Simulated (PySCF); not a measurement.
## Dipole moment and polarisability of `OB(O)O`

Species: BH3O3.
Geometry (PBE0-D3(BJ)/def2-SVP, Å), atoms numbered from 1 in this order:
```xyz
7
BH3O3 angstrom
O     -1.1802   -0.8955    0.1056
B     -0.0124   -0.2235   -0.0774
O      0.0154    1.1535   -0.2540
O      1.1213   -0.9727   -0.1364
H     -1.9312   -0.2965    0.0731
H      0.1063    1.6662    0.5521
H      1.8875   -0.4217   -0.3170
```

Level: B3LYP/def2-SVPD (PySCF), static field, nuclei fixed, core orbitals frozen in the response. The polarisability tensor in these axes (au):

```
x   32.15 -0.10 -0.92
y   -0.10 29.29  0.17
z   -0.92  0.17 23.34
```

**Question.** Diagonalise the tensor; give its mean and Δα, where Δα² is half the sum of the squared differences of the eigenvalues.

**Answer.** Principal values 23.23, 29.29 and 32.25 au; mean 28.26 au = 4.19 Å³ = 4.66 × 10⁻⁴⁰ C²·m²/J; Δα = 7.96 au (28 % of the mean).

**Question.** What is the dipole moment, and where does it point?

**Answer.** (0.17, 2.55, 1.02) D, 2.75 D in size, pointing from the negative to the positive side. Measured along this direction, the outermost atoms are O4 and O1 at the negative end and H6 at the positive end.

**Question.** Give the eigenvalues of the traceless quadrupole moment Θ = ½Σq(3rr − r²1), origin at the centre of nuclear charge.

**Answer.** -9.11, 2.58, 6.53 D·Å. The values depend on the origin, since the dipole doesn't vanish. The electronic extent ⟨r²⟩ about the same centre is 251 bohr², a root-mean-square distance of 1.48 Å for the 32 electrons.

**Question.** What depolarisation ratio follows for Rayleigh scattering of linearly polarised light, taking the static tensor?

**Answer.** ρ = 3Δα²/(45ᾱ² + 4Δα²) = 190.2/(35936 + 253.6) ≈ 0.00525.

**Question.** Orientational against electronic polarisability at 250 K (dilute gas, rigid molecules)?

**Answer.** In Gaussian units μ²/3kT = 73.15 Å³ against 4.19 Å³, a ratio of 17.47; the Debye molar polarisation (4π/3)N_A(α + μ²/3kT) is 195.1 cm³/mol, leaving out the vibrational part.

Geometry: PBE0-D3(BJ)/def2-SVP, one conformer, isolated molecule.
